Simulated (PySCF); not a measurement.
Br: fine-structure interval

Br [Ar] 3d10 4s2 4p5 [4p1/2^2 4p3/2^3, M_J = 3/2] → Br [Ar] 3d10 4s2 4p5 [4p1/2^1 4p3/2^4, M_J = 1/2], as a difference of total energies. All numbers are calculated (PySCF 2.14, the two-component X2C-1e Hamiltonian, in x2c-SVPall-2c). Correlated levels: [Ne] frozen. "Screened" scales the spin-orbit matrix elements by Boettger's factors to mimic the two-electron term; Breit and QED terms are absent.

```
                    method  fine-structure interval (cm⁻¹)
 GHF (screened spin-orbit)                          3349.6
GMP2 (screened spin-orbit)                          3788.4
     GHF (bare spin-orbit)                          3567.1
```

Errors of the correlated levels include the incompleteness of this basis and the frozen core.

For comparison: 3685.2 cm⁻¹ (measured; NIST Handbook of Basic Atomic Spectroscopic Data (Sansonetti and Martin, J. Phys. Chem. Ref. Data 34, 1559 (2005))).
